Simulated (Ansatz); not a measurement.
Computed with Ansatz on PBE0-D4/def2-TZVP structures; ΔE is electronic, products minus reactants. CCSD(T)/CBS is the MP2 limit (def2-TZVPP, def2-QZVPP) plus CCSD(T) − MP2 in def2-TZVPP, frozen cores. This one scheme is used for every species. For Ge outer-core shells are correlated without core-valence functions, which leaves a few kJ/mol of doubt a bond. Scalar relativity is left out up to krypton. One conformer a species, not always the lowest.

Reaction (formal exchange of groups at a P–Ge bond): `[PH2][GeH2][SH]` + `[AlH2][SiH3]` → `[AlH2][SiH2]P` + `[SH][GeH3]`

`[PH2][GeH2][SH]`:

```xyz
8

P     1.088   -0.547   -1.367
Ge    0.377    0.590    0.525
S    -1.453   -0.254    1.476
H     0.813   -1.821   -0.802
H    -0.185   -0.459   -1.992
H     0.141    2.062    0.144
H     1.449    0.490    1.619
H    -2.229   -0.061    0.397
```

`[AlH2][SiH3]`:

```xyz
7

Al    0.478    0.681    1.136
Si   -0.349   -0.489   -0.860
H     1.163    2.111    1.036
H     0.328   -0.001    2.563
H     0.324   -1.812   -1.009
H    -1.812   -0.760   -0.743
H    -0.133    0.270   -2.124
```

`[AlH2][SiH2]P`:

Z-matrix (Å, degrees):
```
Si
P 1 2.268
Al 1 2.455 2 109.4
H 1 1.494 2 105.2 3 -117.5
H 1 1.491 2 112.2 3 126.6
H 2 1.421 1 95.3 3 -162.8
H 2 1.422 1 94.4 3 -69.1
H 3 1.589 1 121.4 2 128.5
H 3 1.588 1 119.3 2 -51.0
```

`[SH][GeH3]`:

Cartesian coordinates in Å:
```
S -1.157 0.853 -0.948
Ge 0.525 -0.153 0.104
H -2.099 0.393 -0.108
H 0.323 -1.676 0.102
H 0.635 0.356 1.549
H 1.773 0.227 -0.700
```

| level | ΔE (kcal/mol) |
| --- | --- |
| SCS-MP2/def2-TZVPP | 2.4 |
| HF/def2-QZVPP | 1.7 |

**Question.** What does CCSD(T)/CBS give? (Best estimate.)

**Answer.** Computed: +1.8 kcal/mol. The listed levels differ from it by 0.6, -0.1 kcal/mol.

Largest T1 diagnostic among the species: 0.014.

Leaving LDA and LC-ωPBE aside and taking each functional with its dispersion term where it has one, the values, not all of them listed here, spread over 2.0 kcal/mol, from B97M-V to BLYP-D4.
